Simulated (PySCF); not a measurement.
Calculation: PBE-D3(BJ)/def2-TZVP // B3LYP-D3(BJ)/def2-TZVP (PySCF 2.14.0). Gas-phase values, no solvent. One relaxed conformer stands for a flexible species; it need not be the lowest. Excitations are Tamm–Dancoff values on a coarser integration grid. The basis has no diffuse functions, so Rydberg states are missing or too high.

Reference species (SMILES): `BC=C` (neutral, multiplicity 1).

| Item | Value |
|---|---|
| S1 excitation (TDA) | 4.73 eV |
| LUMO | -3.10 eV |
| T1 excitation (TDA) | 3.59 eV |
| HOMO–LUMO gap | 4.37 eV |

Changed species: `[H]/B=C/C`.

Task: What does the change do to the S1 excitation (TDA), LUMO, T1 excitation (TDA) and HOMO–LUMO gap?

Result: the S1 excitation (TDA) falls by 1.86 eV, to 2.87 eV; the LUMO goes up by 0.73 eV, to -2.37 eV; the T1 excitation (TDA) falls by 1.20 eV, to 2.39 eV; the HOMO–LUMO gap decreases by 1.54 eV, to 2.83 eV.
